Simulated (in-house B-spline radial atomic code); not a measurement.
Successive ionisation energies of iridium; each step leads to the configuration of the next row (after the last: bare). Dirac energy differences include first-order Breit, QED and recoil terms. NIST's values go from ground level to ground level; the uncertainty of those that are theory runs from under 0.1 % in few-electron ions to several per cent in heavy many-electron ones. Computed with a radial B-spline atomic code at the basis-set limit: Dirac-Hartree-Fock, average of the configuration, finite nuclei.

```
  ion  configuration  ionisation energy (eV)  tabulated value (eV)    tabulated kind  computed minus tabulated (eV)  highest orbital  largest mean radius (bohr)
Ir66+       [Ne] 3s1                  7850.7                  7850  tabulated theory                              1            3s1/2                     0.17315
Ir67+   [He] 2s2 2p6                 17600.4                 17040  tabulated theory                            560            2p3/2                    0.071745
Ir68+   [He] 2s2 2p5                 17968.3                 17390  tabulated theory                            578            2p3/2                    0.071443
Ir69+   [He] 2s2 2p4                 18339.5                 17770  tabulated theory                            569            2p3/2                    0.071142
Ir70+   [He] 2s2 2p3                 18714.2                 18120  tabulated theory                            594            2p3/2                    0.070842
Ir71+   [He] 2s2 2p2                 19092.2                 20210  tabulated theory                          -1118            2p3/2                    0.070545
Ir72+   [He] 2s2 2p1                 19473.8                 20650  tabulated theory                          -1176            2p3/2                    0.070249
Ir73+       [He] 2s2                 21199.4                 21200  tabulated theory                             -1            2s1/2                    0.069954
Ir74+       [He] 2s1                 21556.0               21556.6  tabulated theory                             -1            2s1/2                    0.069662
Ir75+            1s2                 86437.1              86442.44  tabulated theory                             -5            1s1/2                    0.017346
Ir76+            1s1                 88113.0               88113.6  tabulated theory                             -1            1s1/2                    0.017246
```

(1) Where is the largest jump?

Where a p, d or f electron is removed, the computed value is a mean over both j, so it misses the tabulated one by a part of the spin-orbit splitting; averaging over terms and missing correlation add to the gap, relatively most at low charge.

## Answers

(1) From Ir74+ to Ir75+, by a factor of 4.01 (21556 to 86437 eV); the highest orbital goes from 2s1/2 to 1s1/2.
